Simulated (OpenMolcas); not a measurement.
# C2H5AlBN: a line through the functionals

The species is C2H5AlBN (10 atoms), meant as a singlet with charge 0. SMILES: `B[C]1=C[NH][AlH]1`. Geometry: relaxed at PBE0-D4/def2-TZVP.

The dipole moment y, in D, basis 6-31G(d); a is the functional's share of exact exchange. Programs: OpenMolcas 26.06.

```
functional     program     a  y (D)
    r2SCAN  OpenMolcas     0   4.14
       PBE  OpenMolcas     0   4.19
     B3LYP  OpenMolcas   0.2      ?
      PBE0  OpenMolcas  0.25   4.04
     BHLYP  OpenMolcas   0.5   3.84
```

Fit y = c + s·a to the known rows and predict B3LYP.


1. Means of the 4 rows: a = 0.1875, y = 4.053.
2. Σ(Δa)² = 0.17188, Σ(Δa·Δy) = -0.10938, so the slope is -0.10938/0.17188 = -0.63637.
3. Intercept: 4.053 − (-0.63637) × 0.1875 = 4.172. The largest residual of the fit is 0.032.
4. B3LYP: 4.172 + (-0.63637) × 0.2 = 4.04 D.

The run gave 4.02 D, so the prediction is off by +0.02 D, within the largest residual. The rows mix families of semi-local functionals, which the line can't see.
